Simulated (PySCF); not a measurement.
**Continuum solvent and chemical shifts**

Atom-mapped SMILES (the numbers label the heavy atoms): `[cH:1]1[cH:2][cH:3][c:4](-[c:5]2[cH:6][cH:7][cH:8][s:9]2)[cH:10][cH:11]1`. Each H is labelled by its parent atom.

GIAO PBE0/pcSseg-1 in PySCF 2.14.0 with density-fitted response routines on one PBE0-D3(BJ)/def2-SVP conformer, non-relativistic, equivalent nuclei averaged. Solvents enter as an IEF-PCM continuum (cyclohexane with ε = 2.0, chloroform with ε = 4.7, dimethylsulfoxide with ε = 46.8) around the gas-phase geometry. Shifts are referred to TMS, CS2 computed in the same medium.

Gas phase, δ in ppm: C5 151.8, C4 137.9, C2/C11 134.2, C7 132.7, C1 132.6, C8 131.4, C3/C10 128.7, C6 125.8, S9 208.5, H(C3)/H(C10) 7.84, H(C6) 7.60, H(C2)/H(C11) 7.44, H(C1) 7.26, H(C7) 7.10. Dipole moment 0.51 D.

**Question.** How does each δ change in the continuum?

**Answer.** 
```json
{"atoms": "C5", "environment": "substituted aromatic carbon next to the ring sulfur", "Δδ, cyclohexane": "+0.1", "Δδ, chloroform": "0.0", "Δδ, dimethylsulfoxide": "-0.1"}
{"atoms": "C4", "environment": "substituted aromatic carbon", "Δδ, cyclohexane": "+0.3", "Δδ, chloroform": "+0.4", "Δδ, dimethylsulfoxide": "+0.5"}
{"atoms": "C2/C11", "environment": "aromatic CH", "Δδ, cyclohexane": "+0.7", "Δδ, chloroform": "+1.3", "Δδ, dimethylsulfoxide": "+1.9"}
{"atoms": "C7", "environment": "aromatic CH", "Δδ, cyclohexane": "+0.9", "Δδ, chloroform": "+1.6", "Δδ, dimethylsulfoxide": "+2.4"}
{"atoms": "C1", "environment": "aromatic CH", "Δδ, cyclohexane": "+0.7", "Δδ, chloroform": "+1.4", "Δδ, dimethylsulfoxide": "+2.1"}
{"atoms": "C8", "environment": "aromatic CH next to the ring sulfur", "Δδ, cyclohexane": "+1.0", "Δδ, chloroform": "+2.0", "Δδ, dimethylsulfoxide": "+2.9"}
{"atoms": "C3/C10", "environment": "aromatic CH", "Δδ, cyclohexane": "+0.5", "Δδ, chloroform": "+1.0", "Δδ, dimethylsulfoxide": "+1.4"}
{"atoms": "C6", "environment": "aromatic CH", "Δδ, cyclohexane": "+1.0", "Δδ, chloroform": "+2.0", "Δδ, dimethylsulfoxide": "+3.0"}
{"atoms": "S9", "environment": "aromatic ring sulfur", "Δδ, cyclohexane": "-1.6", "Δδ, chloroform": "-2.9", "Δδ, dimethylsulfoxide": "-3.9"}
{"atoms": "H(C3)/H(C10)", "environment": "hydrogen on an aromatic CH", "Δδ, cyclohexane": "+0.08", "Δδ, chloroform": "+0.16", "Δδ, dimethylsulfoxide": "+0.24"}
{"atoms": "H(C6)", "environment": "hydrogen on an aromatic CH", "Δδ, cyclohexane": "+0.11", "Δδ, chloroform": "+0.22", "Δδ, dimethylsulfoxide": "+0.33"}
{"atoms": "H(C2)/H(C11)", "environment": "hydrogen on an aromatic CH", "Δδ, cyclohexane": "+0.09", "Δδ, chloroform": "+0.18", "Δδ, dimethylsulfoxide": "+0.26"}
{"atoms": "H(C1)", "environment": "hydrogen on an aromatic CH", "Δδ, cyclohexane": "+0.09", "Δδ, chloroform": "+0.18", "Δδ, dimethylsulfoxide": "+0.26"}
{"atoms": "H(C7)", "environment": "hydrogen on an aromatic CH", "Δδ, cyclohexane": "+0.10", "Δδ, chloroform": "+0.19", "Δδ, dimethylsulfoxide": "+0.29"}
```

Changes are relative to the gas phase. The dipole moment becomes 0.60 D in cyclohexane, 0.69 D in chloroform, 0.77 D in dimethylsulfoxide.

**Question.** Which of the listed nuclei move most (in ppm), and what does the model miss?

**Answer.** S9 (aromatic ring sulfur, -3.9 ppm) in dimethylsulfoxide. A continuum only polarises the solute; specific hydrogen bonds, the anisotropy of aromatic solvents and changes of geometry or conformer are outside it.
